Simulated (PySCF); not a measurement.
SMILES CC(C)c1cccc(C=O)c1 (C10H12O), singlet, GFN2-xTB optimised geometry.

```
23

C     -2.46    -1.93     1.31
C     -1.66    -1.79     0.01
C     -2.58    -1.90    -1.20
C     -0.90    -0.49     0.00
C     -1.55     0.74     0.00
C     -0.85     1.93     0.00
C      0.53     1.92     0.00
C      1.21     0.71     0.00
C      2.68     0.67     0.00
O      3.35    -0.33     0.01
C      0.49    -0.49     0.00
H     -3.21    -1.14     1.39
H     -2.96    -2.89     1.34
H     -1.79    -1.86     2.17
H     -0.94    -2.61    -0.03
H     -3.07    -2.87    -1.22
H     -3.35    -1.13    -1.18
H     -2.01    -1.78    -2.12
H     -2.63     0.77     0.00
H     -1.38     2.87     0.00
H      1.09     2.85     0.00
H      3.15     1.68     0.01
H      1.04    -1.42     0.00
```

Density from B3LYP/def2-SVP run with PySCF at that geometry.

Minimum of the electron density along straight lines between bonded atoms, close to the bond critical point (lines longer than 1.1 times the sum of covalent radii, or with two minima, are not listed):

```csv
bond,length / Å,ρ at the minimum / e bohr⁻³,∇²ρ there / e bohr⁻⁵,position (fraction from the first atom)
C1–C2,1.531,0.243,-0.55,0.50
C2–C3,1.530,0.243,-0.56,0.50
C2–C4,1.509,0.256,-0.60,0.49
C4–C5,1.393,0.311,-0.80,0.50
C5–C6,1.385,0.314,-0.81,0.50
C6–C7,1.381,0.316,-0.82,0.50
C7–C8,1.394,0.310,-0.79,0.50
C8–C9,1.466,0.279,-0.70,0.50
C9–O10,1.205,0.412,0.48,0.33
C4–C11,1.385,0.315,-0.81,0.50
C8–C11,1.395,0.309,-0.79,0.50
C1–H12,1.087,0.277,-1.01,0.62
C1–H13,1.088,0.277,-1.02,0.62
C1–H14,1.088,0.278,-1.02,0.63
C2–H15,1.095,0.278,-1.00,0.62
C3–H16,1.088,0.277,-1.02,0.62
C3–H17,1.087,0.277,-1.01,0.62
C3–H18,1.088,0.278,-1.02,0.63
C5–H19,1.080,0.285,-1.09,0.63
C6–H20,1.080,0.284,-1.08,0.63
C7–H21,1.080,0.284,-1.08,0.63
C9–H22,1.110,0.275,-1.02,0.63
C11–H23,1.081,0.286,-1.11,0.64
```
